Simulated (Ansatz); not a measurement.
GeH3(NHiPr) (C3H11GeN), 16 atoms. Hardware: 4 threads of Arm Neoverse V2 on a shared host.

Correlated methods freeze 13 core orbitals; core or outer-core shells of Ge are correlated, in sets that lack core-valence functions.

(1) How many basis functions does each of these Ansatz runs have, and roughly what does it cost? PBE-D4/def2-TZVP, charge 0 singlet, energy and forces, from earlier orbitals; CCSD(T)/def2-SVP, charge 0 singlet, energy, from earlier orbitals; B2PLYP/def2-TZVP, charge 0 singlet, energy, from earlier orbitals; PBE-QIDH/def2-TZVP, charge 0 singlet, energy, from earlier orbitals; PBE0-D4/def2-TZVP, charge 0 singlet, energy, from earlier orbitals; MP2/def2-TZVP, charge 0 singlet, energy, from earlier orbitals; r2SCAN-D4/def2-TZVP, charge 0 singlet, energy, from earlier orbitals; PBE-D4/def2-SVP, charge 0 singlet, relaxation, 8 steps; B3LYP-D4/def2-TZVP, charge 0 singlet, energy, from earlier orbitals; PBE0-D4/def2-SVP, charge 0 singlet, energy, from earlier orbitals; PBE-D4/def2-SVP, charge 0 singlet, energy, from earlier orbitals.

Answers

(1) Other jobs shared the machine, so times can vary by a factor of up to 3. A dash marks memory too small to be measured apart from the calling script's.

| run | functions | fitting or Cholesky vectors | wall time | peak host memory (GiB) |
| --- | --- | --- | --- | --- |
| PBE-D4/def2-SVP, charge 0 singlet, energy, from earlier orbitals | 143 | 1635 | 1.4 s | – |
| PBE0-D4/def2-SVP, charge 0 singlet, energy, from earlier orbitals | 143 | 1674 | 1.9 s | – |
| PBE-D4/def2-TZVP, charge 0 singlet, energy and forces, from earlier orbitals | 238 | 1537 | 2.8 s | – |
| MP2/def2-TZVP, charge 0 singlet, energy, from earlier orbitals | 238 | 1668 | 3.3 s | 0.65 |
| B3LYP-D4/def2-TZVP, charge 0 singlet, energy, from earlier orbitals | 238 | 1568 | 3.4 s | 0.72 |
| PBE0-D4/def2-TZVP, charge 0 singlet, energy, from earlier orbitals | 238 | 1580 | 4.3 s | 0.72 |
| r2SCAN-D4/def2-TZVP, charge 0 singlet, energy, from earlier orbitals | 238 | 1537 | 4.9 s | – |
| PBE-QIDH/def2-TZVP, charge 0 singlet, energy, from earlier orbitals | 238 | 1668 | 6 s | 0.7 |
| B2PLYP/def2-TZVP, charge 0 singlet, energy, from earlier orbitals | 238 | 1668 | 6.5 s | 0.7 |
| PBE-D4/def2-SVP, charge 0 singlet, relaxation, 8 steps | 143 | 1635 | 9.5 s | – |
| CCSD(T)/def2-SVP, charge 0 singlet, energy, from earlier orbitals | 143 | 1470 | 24 s | 1.2 |
